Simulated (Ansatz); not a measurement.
Reaction (hydrogenolysis of the Si–O bond): `CN[SiH](O)O` + H₂ → `CN[SiH2]O` + H₂O

Calculated with Ansatz (gas phase, PBE0-D4/def2-TZVP geometries, no zero-point term in ΔE). CCSD(T)/CBS is the MP2 limit (def2-TZVPP, def2-QZVPP) plus CCSD(T) − MP2 in def2-TZVPP, frozen cores. This one scheme is used for every species. DFT in def2-TZVPP. B3LYP here is the variant with VWN-RPA as its local correlation; programs differ in this. Each species was taken in one conformer, which may not be the lowest.

Question: Is it downhill or uphill in electronic energy at CCSD(T)/CBS, and by how much? (Estimate.)

Answer: Computed: Uphill: ΔE = +23.6 kcal/mol.

Question: What do these levels give: r2SCAN-D4, B3LYP-D4, PBE, B3LYP, HF/def2-TZVPP, MP2/def2-QZVPP? (An estimate is asked.)

Answer: Computed: r2SCAN-D4 25.3, B3LYP-D4 23.9, PBE 21.1, B3LYP 22.3, HF/def2-TZVPP 22.8, MP2/def2-QZVPP 24.7 kcal/mol.

Largest T1 diagnostic among the species: 0.011.

In def2-TZVPP, CCSD(T) changes the Hartree–Fock value by +0.7 kcal/mol (the triples alone add +0.4 kcal/mol) and MP2 by +1.9 kcal/mol. The D4 term adds +1.6 kcal/mol with B3LYP and +0.8 kcal/mol with PBE0; it sums over pairs of atoms, weighted by their polarisabilities, and B3LYP, whose exchange is more repulsive, gets the larger term.
